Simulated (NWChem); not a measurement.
System: ZnHSCl; SMILES [SH][Zn][Cl]

```xyz
4

Zn    -0.0160     0.0175     0.0000
Cl    -0.0043     2.1239     0.0000
S     -0.0469    -2.1503     0.0000
H      1.3039    -2.2284     0.0000
```
Atoms are numbered in this order, from 1.

All runs: NWChem. All runs use the structure optimised with PBE0/def2-SVP. Ions are spin-unrestricted doublets at the neutral geometry; other ion states weren't tried.

For level PBE0/def2-SVP:

```yaml
vertical ionisation energy, ΔSCF (eV): 9.87
"−ε(HOMO) (eV)": 7.43
```

**Question.** Estimate the same quantities for level PBE/def2-SVP.

**Answer.** The vertical ionisation energy, ΔSCF (eV) is 9.52 and the −ε(HOMO) (eV) comes out as 6.13.
